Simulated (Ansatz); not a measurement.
```yaml
crystal:
  periodic: [false, false, false]
  atoms:
    - {symbol: F, position_ang: [-0.826098, -2.040230, 2.015288]}
    - {symbol: Ga, position_ang: [0.388985, -1.107685, 1.369103]}
    - {symbol: F, position_ang: [2.127458, -1.117019, 1.993684]}
    - {symbol: O, position_ang: [-0.132194, 0.730888, 1.288045]}
    - {symbol: C, position_ang: [-0.456364, 1.318652, 0.252320]}
    - {symbol: C, position_ang: [-0.366630, 0.806867, -1.109325]}
    - {symbol: C, position_ang: [0.092332, -0.490512, -1.333285]}
    - {symbol: O, position_ang: [0.446979, -1.353531, -0.493428]}
    - {symbol: H, position_ang: [-0.712729, 2.379955, 0.389905]}
    - {symbol: H, position_ang: [-0.597401, 1.547315, -1.870853]}
    - {symbol: H, position_ang: [0.150996, -0.787919, -2.365013]}
basis:
  gaussian: {orbitals: aug-pcseg-2}
hamiltonian: {xc: {name: HF}}
correlation: {method: mp2, frozen_orbitals: {F: 9}}
accuracy: high
```

```sh
$ ansatz run in.yaml --threads 4 --pin off --events-out ev --progress --plain --max-ram 11315MiB
```

Shortened log:

```
Functional definition: HF
Error: "frozen_orbitals" has no count for Ga
```

Task: What is wrong with this run?

Result: Frozen orbitals are typed for one element alone, and the program wants a count for each. The program refused the input.
